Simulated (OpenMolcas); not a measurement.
A run on Tc5+ among 5 point charges of -2 e arranged as a trigonal bipyramid (D3h), 1.79 Å from the ion, with the axial distance 1.933 Å.

```yaml
Program: OpenMolcas 26.06
Method: CASSCF
Basis: ANO-RCC-VTZP [7s6p4d2f1g]
Scalar_Hamiltonian: DKH2, point nucleus
Active_space: 2 electrons in 5 orbitals (4d)
State_averaging: 2S+1 = 3 even, 10 roots; 2S+1 = 1 even, 15 roots
Spin-orbit_coupling: state interaction with AMFI integrals over the reference wave functions
```

68 basis functions. Blocks (2S+1, parity, CSFs, roots kept): 3, even, 10, 10; 1, even, 15, 15.

Problem. How long do the RASSCF and RASSI steps take on 1 thread of Arm Neoverse V2 (shared host)?

Solution. About 5.8 s of wall time, without the integral step.
